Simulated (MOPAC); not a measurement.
Input for MOPAC: PM3 on AlBrH2 (SMILES [AlH2][Br]), a point of a bond scan (R = 1.256 Å).

```
PM3 1SCF PRECISE CHARGE=0 THREADS=1
AlBrH2

Al    -0.83541046 1    -1.29867282 1     0.20638148 1
H     -0.42663886 1    -2.12332493 1     1.06029098 1
H     -2.12574011 1    -1.47940621 1    -0.66846947 1
Br     0.38030063 1     0.59118974 1    -0.09395023 1
```

It printed:

```
*******************************************************************************
 **                                                                           **
 **                              MOPAC v23.2.5                                **
 **                                                                           **
 *******************************************************************************
 ** MOPAC's Digital Object Identifier: https://doi.org/10.5281/zenodo.6511958 **
 **                                                                           **
 ** Please cite the open-source release paper for use of this MOPAC version:  **
 ** J. E. Moussa and J. J. P. Stewart (2026)                                  **
 ** MOPAC: An open-source semiempirical molecular orbital program             **
 ** J. Open Source Softw., 11(119), 8025, https://doi.org/10.21105/joss.08025 **
 *******************************************************************************

                              PM3 CALCULATION RESULTS

 *******************************************************************************
 *  PM3        - The PM3 Hamiltonian to be used
 *
 *
 *
 *                 CHARGE ON SYSTEM = 0
 *
 *
 *
 *  PRECISE    - TIGHTER CRITERIA TO BE USED
 *  1SCF       - DO 1 SCF AND THEN STOP
 *  THREADS=1  - MULTI-THREADING NOT USED
 *  T=         - A TIME OF 172800.0 SECONDS REQUESTED
 *  DUMP=N     - RESTART FILE WRITTEN EVERY 7200.0 SECONDS REQUESTED
 *******************************************************************************
PM3 1SCF PRECISE CHARGE=0 THREADS=1
 AlBrH2

   ATOM   CHEMICAL          X               Y               Z
  NUMBER   SYMBOL      (ANGSTROMS)     (ANGSTROMS)     (ANGSTROMS)

     1      Al         -0.83541046  *  -1.29867282  *   0.20638148  *
     2       H         -0.42663886  *  -2.12332493  *   1.06029098  *
     3       H         -2.12574011  *  -1.47940621  *  -0.66846947  *
     4      Br          0.38030063  *   0.59118974  *  -0.09395023  *



          CARTESIAN COORDINATES

    NO.       ATOM           X           Y           Z

     1        Al         -0.8354     -1.2987      0.2064
     2         H         -0.4266     -2.1233      1.0603
     3         H         -2.1257     -1.4794     -0.6685
     4        Br          0.3803      0.5912     -0.0940

  H: (PM3): J. J. P. STEWART, J. COMP. CHEM. 10, 209 (1989).
 Al: (PM3): J. J. P. STEWART, J. COMP. CHEM. 10, 209 (1989).
 Br: (PM3): J. J. P. STEWART, J. COMP. CHEM. 10, 209 (1989).

           Empirical Formula: H2 Al Br  =     4 atoms



      MOLECULAR POINT GROUP   :   Cs


      RHF CALCULATION, NO. OF DOUBLY OCCUPIED LEVELS = 6


 -------------------------------------------------------------------------------
 PM3 1SCF PRECISE CHARGE=0 THREADS=1
 AlBrH2



     1SCF WAS SPECIFIED, SO BFGS WAS NOT USED
     SCF FIELD WAS ACHIEVED


                              PM3 CALCULATION
                                                       MOPAC v23.2.5 Linux




          FINAL HEAT OF FORMATION =         42.64854 KCAL/MOL =     178.44148 KJ/MOL


          COSMO AREA              =        100.50 SQUARE ANGSTROMS
          COSMO VOLUME            =         87.82 CUBIC ANGSTROMS

          IONIZATION POTENTIAL    =         11.585977 EV
          HOMO LUMO ENERGIES (EV) =        -11.586 -2.765
          NO. OF FILLED LEVELS    =          6
          MOLECULAR WEIGHT        =        108.9013         POINT GROUP:  Cs

          MOLECULAR DIMENSIONS (Angstroms)

            Atom       Atom       Distance
           Br     4    H     3     3.30116
            H     2   Br     4     2.20944
            H     2   Al     1     0.00000


          SCF CALCULATIONS        =          1





   ATOM   CHEMICAL          X               Y               Z
  NUMBER   SYMBOL      (ANGSTROMS)     (ANGSTROMS)     (ANGSTROMS)

     1      Al         -0.83541046  *  -1.29867282  *   0.20638148  *
     2       H         -0.42663886  *  -2.12332493  *   1.06029098  *
     3       H         -2.12574011  *  -1.47940621  *  -0.66846947  *
     4      Br          0.38030063  *   0.59118974  *  -0.09395023  *

                             CARTESIAN COORDINATES

   1   Al       -0.835410460    -1.298672820     0.206381480
   2    H       -0.426638860    -2.123324930     1.060290980
   3    H       -2.125740110    -1.479406210    -0.668469470
   4   Br        0.380300630     0.591189740    -0.093950230


           Empirical Formula: H2 Al Br  =     4 atoms



      MOLECULAR POINT GROUP   :   Cs


                  EIGENVALUES
 -17.94338 -14.36992 -13.21019 -12.67629 -12.56042 -11.58598  -2.76472  -1.24667
   0.74106   1.89150


              NET ATOMIC CHARGES AND DIPOLE CONTRIBUTIONS

  ATOM NO.   TYPE          CHARGE      No. of ELECS.   s-Pop       p-Pop
    1         Al           0.788361        2.2116     0.62626     1.58538
    2          H          -0.207569        1.2076     1.20757
    3          H          -0.129146        1.1291     1.12915
    4         Br          -0.451646        7.4516     1.78916     5.66248
 DIPOLE           X         Y         Z       TOTAL
 POINT-CHG.    -2.244    -3.165     0.343     3.896
 HYBRID         0.319     0.272     0.067     0.424
 SUM           -1.926    -2.893     0.410     3.500


          ATOMIC ORBITAL ELECTRON POPULATIONS

     Atom    s        px        py        pz
    1 Al   0.62626   0.59103   0.48786   0.50649
    2  H   1.20757
    3  H   1.12915
    4 Br   1.78916   1.89959   1.79996   1.96292

 **********************
 *                    *
 * JOB ENDED NORMALLY *
 *                    *
 **********************




 == MOPAC DONE ==
```

The run finished.

Cost: about 0.04 core-seconds (a rough figure).
